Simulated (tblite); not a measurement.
A tight-binding relaxation on `[H]/N=C/C(=C\[SiH2][SiH3])COC`.

Computed with GFN2-xTB geometry optimisation, gas phase (tblite 0.8.0). Start geometry: from a force field or distance geometry. The input is one job of a driver script: a line of settings, then coordinates in Å.

Command:
```bash
OMP_NUM_THREADS=1 python probes_run.py task.json out
```

Input:
```
{"job": {"kind": "relax", "xc": "GFN2-xTB", "basis": "xTB"}, "charge": 0, "multiplicity": 1}
C     -3.874900    -0.179500    -0.169100
O     -2.590600    -0.013900     0.346800
C     -1.590700    -0.298200    -0.581200
C     -0.229700    -0.124900    -0.055800
C      0.238900     1.159400     0.487500
N     -0.544200     2.190400     0.483500
C      0.579600    -1.154800    -0.045400
Si     2.287700    -1.121200     0.582800
Si     3.600600     0.397800    -0.358500
H     -3.973300     0.520600    -1.000200
H     -4.674900    -0.049600     0.591200
H     -3.963600    -1.242100    -0.527400
H     -1.810600     0.351400    -1.459800
H     -1.794300    -1.351400    -0.920700
H      1.236700     1.300500     0.877500
H     -0.157700     3.083600     0.883700
H      0.180700    -2.097700    -0.443500
H      2.875500    -2.458700     0.252400
H      2.311000    -1.036800     2.060800
H      3.091000     0.884700    -1.658600
H      4.877300    -0.262300    -0.676800
H      3.915100     1.521900     0.528600
```

Output:
```
step      E/eV     max force
  0    -752.91905    3.226
  1    -753.18384    2.559
  2    -753.27515    0.997
  3    -753.32102    0.500
  4    -753.36467    0.440
  5    -753.39175    0.451
  6    -753.41875    0.343
  7    -753.43338    0.231
  8    -753.44355    0.299
  9    -753.45564    0.285
... (259 lines left out)
269    -753.66267    0.012
270    -753.66271    0.013
271    -753.66275    0.012
272    -753.66278    0.011
273    -753.66280    0.012
274    -753.66282    0.014
275    -753.66284    0.013
276    -753.66286    0.012
277    -753.66288    0.010
278    -753.66290    0.010
```

«max force» is the largest atomic force in eV/Å.

Question: From which step on does the largest force stay under 0.1 eV/Å, and how much energy is left to gain from there?

Answer: From step 205 (0.076 eV/Å), 24.2 meV above the end.

Summary of the converged run: energy lowered by 17.2 kcal/mol over 278 steps; largest atomic force 0.010 eV/Å at the end.

Question: Give the final coordinates.

Answer: 1.151 Å rms from the input after alignment:
```
atom  x, y, z in Å
C1    -3.6255   -1.0449   -0.6079
O2    -2.2726   -1.0180   -0.2406
C3    -1.7538    0.2893   -0.1902
C4    -0.3046    0.2875    0.2143
C5     0.3221    1.5968    0.2705
N6    -0.3287    2.6474    0.0192
C7     0.3681   -0.8331    0.5048
Si8    2.1750   -0.9696    1.0166
Si9    3.5938   -0.1770   -0.6323
H10   -4.2437   -0.4867    0.1070
H11   -3.9289   -2.0904   -0.6104
H12   -3.7762   -0.6182   -1.6079
H13   -2.3189    0.9040    0.5291
H14   -1.8469    0.7822   -1.1714
H15    1.3887    1.5753    0.5447
H16    0.1978    3.5150    0.0817
H17   -0.1959   -1.7525    0.4222
H18    2.3868   -2.3920    1.3213
H19    2.3451   -0.2645    2.2980
H20    2.8751    0.1906   -1.8563
H21    4.6203   -1.1494   -1.0134
H22    4.3127    1.0279   -0.2016
```

Question: How long does this job take on Arm Neoverse N1, one thread, shared host?

Answer: About 4.8 s.
Labels such as C1 count atoms from 1, the log's own numbers from 0.
